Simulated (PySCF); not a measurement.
Yb³¹⁺: ionisation energy

Yb³¹⁺ [Kr] 4d3 (4F) → Yb³²⁺ [Kr] 4d2 (3F), as a difference of total energies. All numbers are calculated (PySCF 2.14, the spin-free X2C one-electron Hamiltonian (Gaussian nucleus), in an uncontracted even-tempered set (19 s from 2.5 bohr⁻², ratio 2.5; 14 p from 3.2 bohr⁻², ratio 2.5; 9 d from 3.2 bohr⁻², ratio 2.5; 4 f from 14 bohr⁻², ratio 2.7; 3 g from 21 bohr⁻², ratio 2.7)). Correlated levels: outer shells: [Ar] 3d10 frozen; virtual orbitals above 40 to 60 times the deepest correlated orbital energy dropped. The calculations carry no spin-orbit coupling.

| method | ionisation energy (eV) |
| --- | --- |
| UHF | 1219.4 |
| MP2 (outer shells) | 1219.7 |
| SCS-MP2 (outer shells) | 1219.5 |
| CCSD (outer shells) | 1219.6 |
| CCSD(T) (outer shells) | 1219.6 |

Spin-orbit coupling is strong in these open shells (close to jj coupling). The scalar numbers leave it out and a first-order estimate fails, so it can dominate the gap to the real levels.

Breit and QED terms and the two-electron picture change are absent.

For comparison: 1224 ± 4 eV (theoretical estimate listed by NIST; NIST Atomic Spectra Database, ionization energies).
